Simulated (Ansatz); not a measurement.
System: CH3Mg (charge 0, doublet). It need not be the lowest isomer of its formula. 
Geometry from a B3LYP-D3(BJ)/def2-TZVP (Ansatz, a first-principles code) optimisation:
```
C
H 1 1.0928
H 1 1.0928 2 108.77
H 1 1.0928 2 108.77 3 -118.32
Mg 1 2.1296 2 110.16 3 120.84
```
Charge 0, spin multiplicity 2.

Basis-set convergence of Hartree-Fock and CCSD correlation energies (hartree) with Ansatz. Valence correlation only, unless marked. Open shells are spin-unrestricted. No spin-orbit coupling. No relativistic terms.

```json
[
 {"basis": "def2-SVP", "functions": "47", "E(HF)": "-239.08851", "E(corr, CCSD)": "-0.18946"},
 {"basis": "def2-TZVPP", "functions": "105", "E(HF)": "-239.20551", "E(corr, CCSD)": "-0.22657"},
 {"basis": "def2-QZVPP", "functions": "210", "E(HF)": "-239.21615", "E(corr, CCSD)": "-0.23711"}
]
```

Extrapolating the two largest sets (X = 3 and 4) as X^-3: E(corr) = (64·(-0.23711) - 27·(-0.22657))/37 = -0.2448 Eh, an estimate of the basis-set limit. The largest set recovers 96.9 % of it, the smallest 77.4 %.
